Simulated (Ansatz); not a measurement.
The cluster Sn₂Ge₂, relaxed as a singlet with RKS PBE0-D4/def2-SVP in Ansatz, starting from the GFN1-xTB geometry. Force threshold 0.02 eV/Å.

In the def2 sets Sn takes a core potential; there is no spin–orbit coupling. The structure comes from a short search, and lower isomers may exist.

Start:

```xyz
4

Ge    0.1914    0.5223    0.3202
Ge    0.1092    0.5735    0.4777
Sn    0.8895    0.5296    1.0494
Sn   -1.1901   -1.6254   -1.8472
```

| step | energy (eV) | largest force component (eV/Å) | SCF passes |
| --- | --- | --- | --- |
| 1 | -101519.9338 | 195450.516 | 95 |
| 2 | -123136.3751 | 5216.258 | 66 |
| 3 | -123411.2309 | 4569.866 | 48 |
| 4 | -124085.0562 | 1929.312 | 54 |
| 5 | -124400.8860 | 724.099 | 45 |
| 6 | -124537.3470 | 334.842 | 49 |
| 7 | -124608.1382 | 162.446 | 42 |
| 8 | -124643.5246 | 77.932 | 36 |
| 9 | -124660.1426 | 39.656 | 35 |
| 10 | -124667.7538 | 18.328 | 30 |
| 11 | -124669.9948 | 11.725 | 30 |
| 12 | -124671.7010 | 5.644 | 29 |
| 13 | -124672.5191 | 2.152 | 28 |
| 14 | -124672.6925 | 1.738 | 30 |
| 15 | -124673.0729 | 1.089 | 24 |
| 16 | -124673.1684 | 0.503 | 26 |
| 17 | -124673.2076 | 0.129 | 24 |
| 18 | -124673.2099 | 0.055 | 25 |
| 19 | -124673.2102 | 0.010 | 18 |

Force components are those of the run's own axes.

End:

```tsv
atom	x (Å)	y (Å)	z (Å)
Ge1	0.4970	0.4635	-1.0470
Ge2	0.8047	1.8173	0.8978
Sn3	-0.5671	-0.4642	1.3548
Sn4	-0.7346	-1.8166	-1.2055
```

Bonds formed: Ge1–Sn4, Sn3–Sn4 (atoms count from 1).

No frequencies were taken in this run, so the end may be a saddle point.

It took 1.9 min on 2 threads of AMD EPYC 7R13 on a shared host, peak host memory 0.59 GiB.
